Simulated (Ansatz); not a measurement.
C$_{5}$H$_{16}$BNSi, SMILES `BN([SiH2]C)C(C)(C)C`, relaxed with RKS PBE-D4/def2-SVP in Ansatz 0.2.0 from a rough embedded geometry. The force threshold is 0.03 eV/Å; the program also tests the step.

Total charge 0; spin multiplicity 1.

Start:

```xyz
24

B     1.631    1.485   -0.466
N     0.545    0.356   -0.526
Si    1.426   -1.195   -0.333
C     0.892   -2.438   -1.562
C    -0.646    0.602    0.374
C    -0.264    0.743    1.857
C    -1.646   -0.596    0.263
C    -1.405    1.846   -0.057
H     1.776    2.078   -1.503
H     2.266    1.670    0.435
H     2.903   -1.028   -0.451
H     1.191   -1.849    1.020
H     1.063   -1.957   -2.677
H     1.484   -3.366   -1.562
H    -0.164   -2.625   -1.524
H     0.267   -0.176    2.243
H    -1.184    0.872    2.487
H     0.391    1.622    1.996
H    -1.238   -1.519    0.691
H    -1.887   -0.786   -0.878
H    -2.613   -0.339    0.745
H    -2.314    2.029    0.513
H    -0.818    2.777    0.089
H    -1.655    1.793   -1.175
```

(1) By how much does the energy fall, and how many steps does the optimiser take? (Estimate.)

(2) Which bonds change most? (Estimate.)

(3) Give the relaxed structure. (Best estimate.)

Results:

(1) Ansatz gave: 199.11 kJ/mol, in 24 steps, 1 of them rejected.

(2) Computed: B1–N2 from 1.567 to 1.407 Å; C4–H13 from 1.227 to 1.108 Å; B1–H10 from 1.118 to 1.214 Å; C7–H20 from 1.181 to 1.109 Å.

(3) Ansatz gave: 
```xyz
24

B     1.244    1.242   -1.106
N     0.615    0.351   -0.218
Si    1.448   -1.250   -0.144
C     1.131   -2.242   -1.713
C    -0.639    0.609    0.559
C    -0.304    0.599    2.064
C    -1.663   -0.498    0.233
C    -1.254    1.967    0.199
H     2.260    0.850   -1.662
H     0.827    2.356   -1.347
H     2.917   -1.021    0.062
H     0.939   -2.024    1.044
H     1.499   -1.691   -2.601
H     1.650   -3.221   -1.669
H     0.046   -2.429   -1.846
H     0.121   -0.374    2.382
H    -1.215    0.782    2.668
H     0.435    1.391    2.299
H    -1.283   -1.504    0.507
H    -1.903   -0.499   -0.849
H    -2.604   -0.337    0.797
H    -2.186    2.108    0.781
H    -0.571    2.805    0.437
H    -1.508    2.029   -0.878
```
